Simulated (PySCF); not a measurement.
Ligand exchange on a metal centre used in film growth or etching (Zn CH3-H). All species are isolated molecules in the gas phase. One relaxed conformer stands for each flexible species; it need not be the lowest.

The numbers are results of PySCF with TPSSh-D3(BJ)/def2-TZVP // BP86-D3(BJ)/def2-SVP, not measurements. 

```json
[
 {"species": "0 of 2 CH3 replaced by H", "HOMO–LUMO gap (eV)": "6.41", "HOMO (eV)": "-6.51", "coordination number": "[?]"},
 {"species": "1 of 2 CH3 replaced by H", "HOMO–LUMO gap (eV)": "6.40", "HOMO (eV)": "-6.93", "coordination number": "2"},
 {"species": "2 of 2 CH3 replaced by H ([Zn(H)2])", "HOMO–LUMO gap (eV)": "6.56", "HOMO (eV)": "-7.49", "coordination number": "[?]"}
]
```

### Question
Fill in the missing entries.

### Answer

- 0 of 2 CH3 replaced by H, coordination number: 2
- 2 of 2 CH3 replaced by H ([Zn(H)2]), coordination number: 2
